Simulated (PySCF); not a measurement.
PySCF calculation with PBE0/pcSseg-1 with gauge-including orbitals and PBE0-D3(BJ)/def2-SVP structure; no relativistic terms, in vacuum, one computed conformer, one averaged value for each set of equivalent atoms.

Chemical shifts δ = σref − σ; TMS for ¹H, ¹³C, all at this level. Carbons bonded to boron are broad in practice. Shifts are as computed. Against solution values, carbons near 30 ppm lie about +2 ppm off and those near 130 ppm about +5 ppm. Of 1313 compounds with measured shifts, 239 miss one by over three times the rms of a fit or turn the order of signals round; such compounds aren't used in these exercises.

(1) Order these molecules by the shift of their most deshielded carbon, lowest δ first.
A. C=CC[SiH2]Oc1ccccc1
B. C#[C][AlH2]
C. B/C=C/O[SiH3]

(2) Order these molecules by the shift of their most shielded carbon, lowest δ first.
A. C#[C][AlH2]
B. B/C=C/O[SiH3]
C. C=CC[SiH2]Oc1ccccc1

(3) How many ¹³C and ¹H signals does each give (equivalence by symmetry and fast rotation, but not about amide C–N or C=N bonds)? `B/C=C/O[SiH3]`, `C1=CC(c2ccccn2)=C[SiH2]1`, `C#[C][AlH2]`, `C=CC[SiH2]Oc1ccccc1`

## Answers

(1) B (112.4 ppm, terminal alkyne carbon), A (162.4 ppm, aromatic carbon bearing oxygen), C (183.2 ppm, alkene carbon bearing oxygen).

(2) C (21.7 ppm, allylic sp3 CH2 bonded to Si), A (98.2 ppm, alkyne carbon), B (126.1 ppm, β carbon of an enol-ether or enamine type C=C).

(3) B/C=C/O[SiH3]: 2 C, 4 H; C1=CC(c2ccccn2)=C[SiH2]1: 9 C, 8 H; C#[C][AlH2]: 2 C, 2 H; C=CC[SiH2]Oc1ccccc1: 7 C, 8 H.
